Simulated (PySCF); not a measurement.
Bond length, frequency and bond energy of SrH⁻ by level of theory

State: ¹Σ⁺ (singlet), closed shell. Set-up: basis Sr aug-cc-pVDZ-X2C, H aug-cc-pVDZ-DK; spin-free X2C with a Gaussian nucleus; PySCF 2.14. De refers to Sr + H⁻ in their ground configurations, without counterpoise correction. A positive dipole points towards H; it is taken about the centre of mass and depends on that origin.

| Level | Re (Å) | ωe (cm⁻¹) | De (eV) | μ (D) |
| --- | --- | --- | --- | --- |
| RHF-MP2 | 2.257 | 1038 | n/a | n/a |
| RHF-SCS-MP2 | 2.265 | 1029 | n/a | n/a |
| RHF-CCSD | 2.264 | 1024 | 1.92 | n/a |
| RHF-CCSD(T) | 2.261 | 1026 | 1.95 | n/a |
| LDA | 2.237 | 988 | 1.97 | 0.80 |
| PBE | 2.258 | 970 | 1.91 | 0.96 |
| PBEsol | 2.247 | 981 | 1.97 | 1.08 |
| r²SCAN | 2.257 | 1000 | 2.02 | 1.34 |
| PBE0 | 2.262 | 988 | 1.97 | 1.16 |
| r²SCAN0 | 2.262 | 1003 | 2.01 | 1.28 |
| ωB97X | 2.295 | 969 | 1.84 | 0.92 |

(1) Which functional lies closest to RHF-CCSD(T) in De, which farthest, and by how much do they differ from it?

(2) What does a quarter of exact exchange do here, going from PBE to PBE0?

(3) What does the gradient correction do here, going from LDA to PBE?

Correlated steps freeze 9 core orbitals. Correlated levels converge slowly with the basis: in double zeta they bind strong bonds too weakly, by up to about 1 eV, and carry superposition errors of some tenths. For an ion De counts to the pair picked by the measured ionisation energies or electron affinities, which need not be the lowest pair at this level. The highest Kohn–Sham level is positive in this anion. Much of that is self-interaction error, but it also means that the finite basis helps to hold the extra electron.

## Answers

(1) Closest is LDA (-2.4 pm in Re, -3.7 % in ωe, +0.02 eV in De against RHF-CCSD(T) in the same basis), farthest ωB97X (+3.4 pm in Re, -5.6 % in ωe, -0.11 eV in De). CCSD(T) converges more slowly with the basis than the functionals do and binds too weakly in this one, so the order can change at the basis-set limit.

(2) PBE0 less PBE: +0.4 pm in Re, +1.9 % in ωe, +0.06 eV in De. Exact exchange removes part of the self-interaction that spreads semilocal densities, and in most molecules shortens and stiffens the bond and lowers De; here Re and De go the other way.

(3) PBE less LDA: +2.1 pm in Re, -1.8 % in ωe, -0.06 eV in De. The gradient correction favours the more uneven density of free atoms, so it tends to lengthen bonds and takes away much of the overbinding of LDA; so it does here.
